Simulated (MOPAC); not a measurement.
Input for MOPAC: PM6 on H2-, 2S+1 = 2, a spin state set in the input, which need not be the lowest, a point of a bond scan (R = 1.144 Å). Charge -1.

```
PM6 1SCF PRECISE CHARGE=-1 UHF MS=0.5 THREADS=1
H2

H      0.00000000 1     0.00000000 1     0.00000000 1
H      0.00000000 1     0.00000000 1     1.14396800 1
```

It printed:

```
*******************************************************************************
 **                                                                           **
 **                              MOPAC v23.2.5                                **
 **                                                                           **
 *******************************************************************************
 ** MOPAC's Digital Object Identifier: https://doi.org/10.5281/zenodo.6511958 **
 **                                                                           **
 ** Please cite the open-source release paper for use of this MOPAC version:  **
 ** J. E. Moussa and J. J. P. Stewart (2026)                                  **
 ** MOPAC: An open-source semiempirical molecular orbital program             **
 ** J. Open Source Softw., 11(119), 8025, https://doi.org/10.21105/joss.08025 **
 *******************************************************************************

                              PM6 CALCULATION RESULTS

 *******************************************************************************
 *  PM6        - The PM6 Hamiltonian to be used
 *  UHF        - UNRESTRICTED HARTREE-FOCK CALCULATION
 *
 *
 *
 *                 CHARGE ON SYSTEM = -1
 *
 *
 *
 *  MS=        - IN MECI, MAGNETIC COMPONENT OF SPIN =  0.5
 *  PRECISE    - TIGHTER CRITERIA TO BE USED
 *  1SCF       - DO 1 SCF AND THEN STOP
 *  THREADS=1  - MULTI-THREADING NOT USED
 *  T=         - A TIME OF 172800.0 SECONDS REQUESTED
 *  DUMP=N     - RESTART FILE WRITTEN EVERY 7200.0 SECONDS REQUESTED
 *******************************************************************************
PM6 1SCF PRECISE CHARGE=-1 UHF MS=0.5 THREADS=1
 H2

   ATOM   CHEMICAL          X               Y               Z
  NUMBER   SYMBOL      (ANGSTROMS)     (ANGSTROMS)     (ANGSTROMS)

     1       H          0.00000000  *   0.00000000  *   0.00000000  *
     2       H          0.00000000  *   0.00000000  *   1.14396800  *



          CARTESIAN COORDINATES

    NO.       ATOM           X           Y           Z

     1         H          0.0000      0.0000      0.0000
     2         H          0.0000      0.0000      1.1440

 General Reference for PM6:
 "Optimization of Parameters for Semiempirical Methods V: Modification of NDDO Approximations
 and Application to 70 Elements", J. J. P. Stewart, J. Mol. Mod., 13, 1173-1213 (2007)
 URL: https://link.springer.com/article/10.1007/s00894-007-0233-4

           Empirical Formula: H2  =     2 atoms



      MOLECULAR POINT GROUP   :   D*h


          UHF CALCULATION, NO. OF ALPHA ELECTRONS =    2
                           NO. OF BETA  ELECTRONS =    1

 -------------------------------------------------------------------------------
 PM6 1SCF PRECISE CHARGE=-1 UHF MS=0.5 THREADS=1
 H2



     1SCF WAS SPECIFIED, SO BFGS WAS NOT USED
     SCF FIELD WAS ACHIEVED


                              PM6 CALCULATION
                                                       MOPAC v23.2.5 Linux




          FINAL HEAT OF FORMATION =        117.83571 KCAL/MOL =     493.02461 KJ/MOL


          COSMO AREA              =         30.44 SQUARE ANGSTROMS
          COSMO VOLUME            =         15.01 CUBIC ANGSTROMS

          IONIZATION POTENTIAL    =         -4.085144 EV
          ALPHA SOMO LUMO (EV)    =          4.085
          BETA  SOMO LUMO (EV)    =         -0.161 16.055
          NO. OF ALPHA ELECTRONS  =          2
          NO. OF BETA  ELECTRONS  =          1
          MOLECULAR WEIGHT        =          2.0158         POINT GROUP:  D*h

          MOLECULAR DIMENSIONS (Angstroms)

            Atom       Atom       Distance
            H     2    H     1     1.14397
            H     2    H     1     0.00000
            H     1    H     2     0.00000


          SCF CALCULATIONS        =          1





   ATOM   CHEMICAL          X               Y               Z
  NUMBER   SYMBOL      (ANGSTROMS)     (ANGSTROMS)     (ANGSTROMS)

     1       H          0.00000000  *   0.00000000  *   0.00000000  *
     2       H          0.00000000  *   0.00000000  *   1.14396800  *

                             CARTESIAN COORDINATES

   1    H        0.000000000     0.000000000     0.000000000
   2    H        0.000000000     0.000000000     1.143968000


           Empirical Formula: H2  =     2 atoms



      MOLECULAR POINT GROUP   :   D*h


          ALPHA EIGENVALUES
  -2.63942   4.08514


           BETA EIGENVALUES
  -0.16055  16.05496


              NET ATOMIC CHARGES AND DIPOLE CONTRIBUTIONS

  ATOM NO.   TYPE          CHARGE      No. of ELECS.   s-Pop
    1          H          -0.500000        1.5000     1.50000
    2          H          -0.500000        1.5000     1.50000
 DIPOLE           X         Y         Z       TOTAL
 POINT-CHG.     0.000     0.000     0.000     0.000
 HYBRID         0.000     0.000     0.000     0.000
 SUM            0.000     0.000     0.000     0.000


          ATOMIC ORBITAL ELECTRON POPULATIONS

     Atom    s
    1  H   1.50000
    2  H   1.50000


                    (SZ)    =    0.500000
                    (S**2)  =    0.750000


          ATOMIC ORBITAL SPIN POPULATIONS

    Atom   Total    s
         Atomic
    1  H  0.5000  0.500
    2  H  0.5000  0.500

 **********************
 *                    *
 * JOB ENDED NORMALLY *
 *                    *
 **********************




 == MOPAC DONE ==
```

The run finished.

Cost: about 0.020 core-seconds (a rough figure).
